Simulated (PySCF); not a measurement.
PySCF input file for C₄H₆BF, SMILES C(#C)B(CC)F, PBE0/pcSseg-1. The structure is a stationary point at PBE0-D3(BJ)/def2-SVP. This is a generated structure with no PubChem entry under its InChIKey; it may be hypothetical. One conformer was computed; it need not be the lowest.

```python
import numpy as np
from pyscf import gto, scf, dft
from pyscf.prop.nmr import rks as nmr

mol = gto.M(
    atom='''
    C    -1.23616848    2.12927447    0.00000000
    C    -0.37826697    1.26556885   -0.00000000
    B     0.64803316    0.12311519    0.00000000
    F     1.93827839    0.45257931    0.00000000
    C     0.26368415   -1.39389431   -0.00000000
    C    -1.21885056   -1.73913374    0.00000000
    H    -1.98512905    2.90149792    0.00000000
    H     0.77992656   -1.84378438    0.87017302
    H     0.77992656   -1.84378438   -0.87017301
    H    -1.72704564   -1.32349848   -0.88352609
    H    -1.38769298   -2.82661359    0.00000001
    H    -1.72704563   -1.32349847    0.88352609
    ''',
    basis='pcSseg-1',
    charge=0,
    spin=0,
    max_memory=1600,
    verbose=3,
)
mf = dft.RKS(mol, xc='pbe0')
mf.grids.level = 3
mf.conv_tol = 1e-10
mf.max_cycle = 100
mf.kernel()
n = nmr.NMR(mf)
n.verbose = 2
n.max_cycle_cphf = 60
sigma = n.kernel()
print('atom   isotropic/ppm   span/ppm')
for i, s in enumerate(sigma):
    w = np.linalg.eigvalsh((s + s.T) / 2)
    print(f'{mol.atom_symbol(i):2s}{i + 1:3d} {w.mean():14.3f} {w[2] - w[0]:11.3f}')
```

Output:

```
converged SCF energy = -280.38129359472
atom   isotropic/ppm   span/ppm
C   1         76.899     209.014
C   2         95.152     296.365
B   3         53.794      87.005
F   4        188.467     463.664
C   5        167.528      25.265
C   6        174.802      15.399
H   7         28.176      12.039
H   8         30.366      10.213
H   9         30.366      10.213
H  10         30.102       9.205
H  11         30.227      12.033
H  12         30.102       9.205
```

The calculation finished and met its thresholds.

Cost: very roughly 40 core-seconds.
